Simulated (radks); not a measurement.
The numbers below are computed, except where a source is named.
Problem. Radial electron density D(r) = 4 pi r^2 rho(r) of an atom or ion with 43 electrons. Code: a radial shooting solver on a logarithmic mesh with Libxc functionals. Model: scalar-relativistic Kohn-Sham, r2SCAN, spin-polarised, spherical densities, finite nucleus; meta-GGA in the generalised Kohn-Sham scheme; Fermi nuclear charge, rms radius of each element as measured or else 0.836 A^(1/3) + 0.57 fm.

r (bohr)  D(r) (e/bohr)  spin D(r)
0.002854          7.002  -0.000219
0.003349          9.042  -0.000282
0.003898          11.45  -0.000356
0.004575          14.54  -0.000450
0.005369          18.27  -0.000562
0.0063            22.67  -0.000693
0.007393          27.71  -0.000839
0.008676          33.31  -0.000997
0.01018           39.24   -0.00116
0.01195           45.17   -0.00131
0.01402           50.63   -0.00143
0.01645           55.07   -0.00150
0.01931           57.92   -0.00149
0.02266           58.80   -0.00138
0.02659           57.68   -0.00111
0.0312            55.07  -0.000548
0.03662           52.10   0.000662
0.04297           50.37    0.00334
0.05003           51.25    0.00885
0.05871           55.54     0.0210
0.06889           62.54     0.0455
0.08085           69.80     0.0911
0.09487           73.91      0.169
0.1113            72.28      0.289
0.1307            65.00      0.457
0.1533            55.60      0.660
0.1799            49.30      0.860
0.2111            49.53      0.991
0.2478            54.77      0.974
0.2908            58.91      0.762
0.3412            55.94      0.402
0.4004            44.92     0.0634
0.4699            30.70   -0.00963
0.5514            19.84      0.397
0.642             15.65       1.25
0.7534            15.94       2.45
0.8841            16.78       3.48
1.037             15.31       3.88
1.218             11.61       3.54
1.429             7.354       2.70
1.677             3.938       1.73
1.968             1.794      0.914
2.309            0.6795      0.381
2.71             0.1995      0.113
3.18            0.06359     0.0429
3.731           0.07837     0.0745
4.379           0.08962     0.0891
5.139           0.03404     0.0340
6.03           0.001793    0.00179
7.077           0.08342     0.0834
8.238            0.1872      0.187
9.668            0.1804      0.180
11.35           0.08348     0.0835
13.31           0.01859     0.0186
15.62          0.001993    0.00199
18.33         0.0001009   0.000101

What is the nuclear charge?

Solution. Z = 46. The innermost maximum, from 1s, lies near gamma/Z bohr with gamma = sqrt(1 - (Z/c)^2) = 0.942, here 0.0205 bohr (found: 0.0223), and its height grows with Z. The density is that of the palladium ion Pd3+ in [Kr] 4d6 7p1; the configuration itself is not fixed sharply by these data, and Z only to a few units. D(r) has 6 maxima, at r = 0.0223, 0.0987, 0.298, 0.877, 4.17, 8.85 bohr, and minima at 0.0444, 0.193, 0.679, 3.31 bohr, inside which lie 2.01, 11.11, 29.04, 42.05 electrons.
